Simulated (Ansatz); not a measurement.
A single point on `FC1=C(F)C(F)(F)C1F`.

```yaml
crystal:
  periodic: [false, false, false]
  atoms:
    - {symbol: F, position_ang: [-1.418847, -1.887771, 0.580140]}
    - {symbol: C, position_ang: [-0.707166, -0.824179, 0.327320]}
    - {symbol: C, position_ang: [-0.685600, 0.422217, 0.799680]}
    - {symbol: F, position_ang: [-1.328431, 1.074972, 1.728971]}
    - {symbol: C, position_ang: [0.457729, 0.824927, -0.072137]}
    - {symbol: F, position_ang: [0.218165, 1.753842, -1.007933]}
    - {symbol: F, position_ang: [1.586019, 1.188960, 0.571363]}
    - {symbol: C, position_ang: [0.445907, -0.641781, -0.604397]}
    - {symbol: F, position_ang: [0.157498, -0.758507, -1.931565]}
    - {symbol: H, position_ang: [1.357826, -1.203781, -0.388542]}
basis:
  gaussian: {orbitals: def2-QZVPP}
correlation: {method: mp2}
```

```sh
$ ansatz run in.yaml --threads 4 --pin off --events-out ev --progress --plain --max-ram 11315MiB
```

Output, abridged:

```
Functional definition: HF
3441 factors; integrals over basis functions are off by at most 7.7e-4 eV
mean field evaluation 1: about -17668.5409 eV, gradient 4.6e1 eV
mean field evaluation 2: about -17668.7824 eV, gradient 4.6e1 eV
mean field evaluation 4: about -17672.9081 eV, gradient 5.8e0 eV
mean field evaluation 8: about -17673.0022 eV, gradient 3.4e-1 eV
mean field -17673.00261960 eV, -649.4708670790 hartree, gradient 2.5e-6 eV, S^2 0.000000; 0 other end points of the search recorded, 0 dependent functions left out
9 core orbitals not correlated: weight in the atoms' cores, before any rotation towards them, 1.000 or more for the frozen orbitals, at most 0.000 for the correlated occupied ones
reference -17673.00261960 eV, -649.4708670790 hartree; 26, 26 occupied and 508, 508 virtual orbitals, 3441 factors
second order -54.54214937 eV of doubles, -0.00000000 eV of singles
Total energy: -17727.54476897 eV, -651.4752540984 hartree
```

Run time 22 s (4 threads of an Intel Xeon 6975P-C on a shared host); peak host memory 4.4 GiB.
